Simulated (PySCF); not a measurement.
## Potassium: a sound run and one with changed settings

Sound run: K²⁺ [Ne] 3s2 3p5, K³⁺ [Ne] 3s2 3p4. All numbers are calculated (PySCF 2.14, the non-relativistic Hamiltonian (point nucleus), in pcseg-2 (6s4p3d, 33 functions)). In the sound run the correlated levels freeze [Ne] 3s2. The sound run starts from symmetry-adapted Hartree-Fock orbitals and uses a fine grid where one is needed.

Changed run: scalar relativity by spin-free X2C-1e. This setting is unsound on purpose.

```tsv
species	method	sound run (hartree)	changed run (hartree)	converged
K²⁺	UHF	-597.88471	-599.89527	yes
K²⁺	LDA	-596.86213	-598.87026	yes
K²⁺	PBE	-598.38137	-600.39047	yes
K²⁺	MP2	-597.96584	-599.97627	yes
K²⁺	CCSD(T)	-597.98218	-599.99250	yes
K³⁺	UHF	-596.24533	-598.25404	yes
K³⁺	LDA	-595.16515	-597.17167	yes
K³⁺	PBE	-596.69257	-598.70001	yes
K³⁺	MP2	-596.29223	-598.30088	yes
K³⁺	CCSD(T)	-596.30593	-598.31449	yes
```

Ionisation energy of K²⁺:

| method | sound run (eV) | changed run (eV) |
| --- | --- | --- |
| UHF | 44.610 | 44.660 |
| LDA | 46.177 | 46.221 |
| PBE | 45.955 | 46.000 |
| MP2 | 45.541 | 45.590 |
| SCS-MP2 | 45.588 | 45.636 |
| CCSD | 45.606 | 45.654 |
| CCSD(T) | 45.613 | 45.661 |

Most of the change in total energy is the relativistic energy itself. On top of that the contraction fixes the core shape for the Hamiltonian it was made with, so the changed run is not a good calculation with the other Hamiltonian either.

For comparison, NIST gives 45.803 eV between the lowest levels.
